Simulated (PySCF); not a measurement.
# Radial density of N²⁺ (nitrogen, charge +2)

M06-2X, [He] 2s2 2p1, 2P determinant. All numbers are calculated (PySCF 2.14, no relativity, point nucleus, in def2-TZVP).

| r (bohr) | 4πr²ρ (e/bohr) | 4πr²(ρα − ρβ) |
| --- | --- | --- |
| 0.00322 | 0.02609 | 0.0000 |
| 0.00542 | 0.07180 | 0.0000 |
| 0.00912 | 0.1924 | 0.0000 |
| 0.0153 | 0.4996 | 0.0000 |
| 0.0258 | 1.220 | 0.0000 |
| 0.0434 | 2.705 | 0.0005 |
| 0.0730 | 5.074 | 0.0035 |
| 0.123 | 7.238 | 0.0192 |
| 0.207 | 6.574 | 0.0835 |
| 0.347 | 3.108 | 0.2943 |
| 0.585 | 1.981 | 0.6942 |
| 0.983 | 2.659 | 0.8202 |
| 1.65 | 1.080 | 0.3141 |
| 2.78 | 0.06921 | 0.0232 |
| 4.68 | 0.0002919 | 0.0002 |
